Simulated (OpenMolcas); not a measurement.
**Cu5+, Ag5+, Au5+: d6 down the group**

```
Program             : OpenMolcas
Method              : RASSCF
Basis               : ANO-RCC-VQZP
Scalar Hamiltonian  : DKH2, point nucleus
Spin-orbit coupling : RASSI with atomic mean-field integrals over the reference wave functions, term energies averaged over their components
```

Active space for each ion: 12 electrons in 8 orbitals (RAS1 p, at most 2 holes; RAS2 d).

Computed levels in cm-1 above 5D4:

```tsv
Level	Cu5+	Ag5+	Au5+
5D3	1131	2561	9444
5D1	2372	4753	13224
5D0	2607	5169	13173
3P1(1)	34693	29864	50795
3H6	35017	25864	27796
3H5	35488	26133	42764
3F3(1)	36320	27445	31290
3F2(1)	36767	28350	32151
3G5	41842	32186	27284
weight of 5D in the lowest level (%)	100	97	79
```

Mixed levels, with the weight of the term that names them: Ag5+ 3H5 (73 %), Ag5+ 3G5 (73 %), Au5+ 5D0 (71 %), Au5+ 3P1(1) (70 %), Au5+ 3H5 (51 %), Au5+ 3F3(1) (51 %), Au5+ 3F2(1) (67 %), Au5+ 3G5 (51 %).

Measured, with the error of the calculation in %. Measured levels: Cu5+ from Sugar and Musgrove, J. Phys. Chem. Ref. Data 19, 527 (1990); Ag5+ from the list in Gamrath, thesis, University of Mons (2023).

| Level | Cu5+ | Ag5+ |
| --- | --- | --- |
| 5D3 | 1196 (-5.4) | 2692 (-4.9) |
| 5D1 | 2490 (-4.7) | 4941 (-3.8) |
| 5D0 | 2733 (-4.6) | 5380 (-3.9) |
| 3P1(1) | 32685 (+6.1) | 28232 (+5.8) |
| 3H6 | 30418 (+15.1) | 21512 (+20.2) |
| 3H5 | 31009 (+14.4) | 21812 (+19.8) |
| 3F3(1) | 33296 (+9.1) | 24441 (+12.3) |
| 3F2(1) | 33740 (+9.0) | 25306 (+12.0) |
| 3G5 | 37378 (+11.9) | 27958 (+15.1) |

The fine-structure level 5D0 changes by a factor of 5.05 from Cu5+ to Au5+.

Without spin-orbit coupling 3P(1) lies 31788, 23104, 21577 cm-1 above 5D in that order; the difference to the level 3P1(1), of either sign, comes from spin-orbit coupling, which also lowers the zero.

Without dynamic correlation excited terms often stand tens of per cent too high (terms of higher spin than the ground term too low), and those without a measured partner can miss by more than the paired ones. Active for correlation alone: 3p; no level in the range computed is led by a configuration that opens it, so any true level of that kind is missing (holds for Cu5+). Active for correlation alone: 4p; no level in the range computed is led by a configuration that opens it, so any true level of that kind is missing (holds for Ag5+). Active for correlation alone: 5p; no level in the range computed is led by a configuration that opens it, so any true level of that kind is missing (holds for Au5+). Computed and measured levels are paired by configuration, term and J; levels that our copy of the source lacks, or whose pairing is in doubt (as where it misses far off the trend of its configuration), stay unpaired and out of the deviations. Only configurations of the active space appear.

A number in round brackets counts repeated terms of one configuration in the order of the reference energies.
